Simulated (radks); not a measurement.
All-electron atom: the barium ion Ba13+ in [Kr] 4d7.

Method: non-relativistic Kohn-Sham, PBE, spin-polarised, spherical densities, point nucleus; open shells are filled with parallel spins first (spin-orbit coupling, left out, can overturn this in heavy ions); relativity is left out, which matters for an element this heavy; computed with a radial shooting solver on a logarithmic mesh with Libxc functionals.

Energy parts (eV):
total: -213082.20
kinetic: 213021.03
electron-nucleus: -494047.98
Hartree: 72920.95
exchange-correlation: -4976.20

Orbitals (lengths in bohr, moments of r in powers of bohr; <r^-3> diverges for s and p1/2; r(90%) holds 90 % of the orbital's charge):
| orbital | occ. | eigenvalue (eV) | <r^2> | <r^-3> | <r> | r(90%) |
|---|---|---|---|---|---|---|
| 1s up | 1 | -35818.90 | 0.0009840 | - | 0.02713 | 0.0482 |
| 1s down | 1 | -35818.89 | 0.0009840 | - | 0.02713 | 0.0482 |
| 2s up | 1 | -5720.618 | 0.01590 | - | 0.1164 | 0.179 |
| 2s down | 1 | -5719.046 | 0.01589 | - | 0.1164 | 0.179 |
| 2p up | 3 | -5412.282 | 0.01190 | 5839 | 0.09898 | 0.160 |
| 2p down | 3 | -5411.107 | 0.01190 | 5840 | 0.09897 | 0.160 |
| 3s up | 1 | -1397.663 | 0.1066 | - | 0.3057 | 0.447 |
| 3s down | 1 | -1396.932 | 0.1065 | - | 0.3056 | 0.447 |
| 3p up | 3 | -1266.028 | 0.1011 | 1129 | 0.2957 | 0.442 |
| 3p down | 3 | -1265.209 | 0.1010 | 1129 | 0.2955 | 0.442 |
| 3d up | 5 | -1021.678 | 0.08336 | 186.8 | 0.2661 | 0.416 |
| 3d down | 5 | -1020.409 | 0.08330 | 186.7 | 0.2660 | 0.415 |
| 4s up | 1 | -454.3476 | 0.5236 | - | 0.6828 | 0.973 |
| 4s down | 1 | -450.0512 | 0.5246 | - | 0.6833 | 0.975 |
| 4p up | 3 | -404.9306 | 0.5531 | 256.5 | 0.6995 | 1.01 |
| 4p down | 3 | -400.6775 | 0.5546 | 255.9 | 0.7003 | 1.01 |
| 4d up | 5 | -318.0859 | 0.6200 | 36.80 | 0.7357 | 1.09 |
| 4d down | 2 | -313.9472 | 0.6236 | 36.68 | 0.7375 | 1.09 |

The highest occupied level is 4d down at -313.95 eV. Spin moment in Bohr magnetons: 3.
